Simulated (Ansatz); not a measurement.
Basis-set extrapolation for C2H5BO3 (PBE0-D4/def2-TZVP geometry, frozen core, the Gaussian-basis code of Ansatz). Multiplicity 1, RHF reference.

```
                      def2-TZVPP   def2-QZVPP
                 HF  -328.078611  -328.093403
    MP2 correlation    -1.126264    -1.209991
CCSD(T) correlation    -1.198163      not run
```

Energies in hartree. Use E(X) = E(∞) + A·exp(−7.88·√X) for Hartree–Fock and E(X) = E(∞) + B·X^(−2.97) for correlation, with X = 3 and 4, and add CCSD(T) minus MP2 of the smaller set to the MP2 limit.

Q: What is the CCSD(T) energy at the basis-set limit?

A: HF limit: -328.093403 + (-0.014792) × 0.13774 = -328.09544. MP2 limit: -1.209991 + (-0.083727) × 0.74074 = -1.27201. Higher-order term: -1.198163 − (-1.126264) = -0.07190. Total: -329.43935 hartree, 426.8 kJ/mol below CCSD(T)/def2-TZVPP.
